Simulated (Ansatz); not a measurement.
Total energies of Cd5Te4I2, a halide-capped cluster cut from zinc blende CdTe (2 I on the cations) from Ansatz at PBE0-D4/def2-TZVP, gas phase (1 Eh = 27.2114 eV = 2625.5 kJ/mol). The reference geometry is relaxed at PBE-D4/def2-SVP.

| atom | x (Å) | y (Å) | z (Å) |
| --- | --- | --- | --- |
| Cd1 | -0.082 | 2.802 | -1.372 |
| Cd2 | -2.912 | 0.739 | -0.708 |
| Cd3 | -0.298 | -0.357 | -2.517 |
| Cd4 | 2.275 | 0.492 | 0.502 |
| Cd5 | -0.890 | -1.864 | 1.198 |
| Te6 | -1.984 | 1.767 | -3.123 |
| Te7 | 1.828 | 3.208 | 0.360 |
| Te8 | -3.274 | -0.518 | 1.549 |
| Te9 | 1.155 | -1.823 | -0.865 |
| I10 | 4.044 | -0.754 | 2.097 |
| I11 | 0.137 | -3.692 | 2.880 |

| state | geometry | energy (Eh) |
| --- | --- | --- |
| charge 0 singlet | reference | -2506.90280 |
| charge 1 doublet | reference | -2506.62499 |
| charge -1 doublet | reference | -2506.98815 |
| free Cd atom (singlet) | – | -167.77479 |
| free Te atom (triplet) | – | -267.99464 |
| free I atom (doublet) | – | -297.69312 |

In the def2 sets Cd, I, Te take a core potential; there is no spin–orbit coupling. Single mean-field runs in def2-TZVP are fitted with def2-universal-jkfit.

(1) Work out the vertical ionisation energy to the doublet.

(2) Work out the vertical electron affinity, to the doublet.

(3) Give the fundamental gap IE − EA, the Mulliken electronegativity (IE + EA)/2 and the hardness (IE − EA)/2.

(4) What is the binding energy per atom against free atoms?

(1) E(charge 1 doublet) − E(charge 0 singlet) = -2506.62499 − (-2506.90280) = 0.27781 Eh = 7.56 eV. For comparison, −ε of the highest occupied level is 6.37 eV at this level, 1.19 eV less.

(2) E(charge 0 singlet) − E(charge -1 doublet) = -2506.90280 − (-2506.98815) = 0.08535 Eh = 2.32 eV. The basis lacks diffuse functions, which makes affinities too small.

(3) From the values in Eh: IE − EA = 0.27781 − 0.08535 = 0.19246 Eh = 5.24 eV; (IE + EA)/2 = 4.94 eV; (IE − EA)/2 = 2.62 eV. The HOMO–LUMO gap of the same run is 3.00 eV, 2.24 eV smaller than the fundamental gap.

(4) Atoms: 5 × (-167.77479) + 4 × (-267.99464) + 2 × (-297.69312) = -2506.23875 Eh. Binding: -2506.23875 − (-2506.90280) = 0.66405 Eh = 18.07 eV, or 1.64 eV for each of 11 atoms (no zero-point energy, no counterpoise term).
